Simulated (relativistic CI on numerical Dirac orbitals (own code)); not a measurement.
Hyperfine structure of Cd7+, mass number 111

Calculated at this level of theory: Dirac-Coulomb-Breit CI, separate exchange-only KLI orbitals for each configuration, model QED, unscaled Slater integrals (own radial code, finite nucleus).

CI space (outside the closed core [Ar] 3d10): 4s2 4p6 4d5, 4s2 4p6 4d4 5s, 4s2 4p6 4d4 4f, 4s2 4p5 4d6, 4s2 4p6 4d4 5p, 4s 4p6 4d6, 4s2 4p6 4d3 5s 5p, 4s2 4p6 4d3 4f 5s, 4s2 4p6 4d4 6s, 4s2 4p6 4d3 5s2, 4s2 4p6 4d2 4f 5s2, 4s2 4p6 4d2 5s2 5p, 4s2 4p6 4d2 5s2 6s, 4p6 4d7, 4p5 4d8. Double excitations out of closed p, d and f shells are left out; levels of such configurations are missing from the list, as are those of other unlisted configurations, and high levels can miss mixing partners.

Nuclear spin I = 1/2, μ = -0.594 μN (tables of Stone and Pyykkö). The electronic factors are computed for point nuclear moments, without core polarisation or the Bohr-Weisskopf and QED corrections.

| Level | E (eV) | A (MHz) |
| --- | --- | --- |
| 4s2 4p6 4d5 4G_5/2 | 4.4795 | -1667 |
| 4s2 4p6 4d5 4G_7/2 | 4.6299 | -1382 |
| 4s2 4p6 4d5 4G_11/2 | 4.6696 | -1374 |
| 4s2 4p6 4d5 4G_9/2 | 4.7067 | -1303 |
| 4s2 4p6 4d5 4P_3/2 | 5.0209 | -1198 |
| 4s2 4p6 4d5 4P_1/2 | 5.2451 | 311.2 |
| 4s2 4p6 4d5 4D_7/2 | 5.6127 | -867.6 |
| 4s2 4p6 4d5 4D_1/2 | 5.9033 | -2704 |

Levels with J = 0, under 50 % of one LS term, or S terms without an open s electron are left out. Small factors come from cancelling terms and can be off by tens of per cent or more.

At this charge configurations can still be misplaced by up to about 7 % of their energy. Terms inside the open d or f shell come out 10 to 20 % too wide with unscaled integrals.

Question: Give the hyperfine levels of 4s2 4p6 4d5 4G_5/2 relative to its centre of gravity.

Answer: With K = F(F + 1) − I(I + 1) − J(J + 1), E = AK/2: F = 2: 2918, F = 3: -2084 MHz.

LS names give the leading component of a level, which can be under half, so a name can repeat, a term be missing and a line seem to break the LS rules.
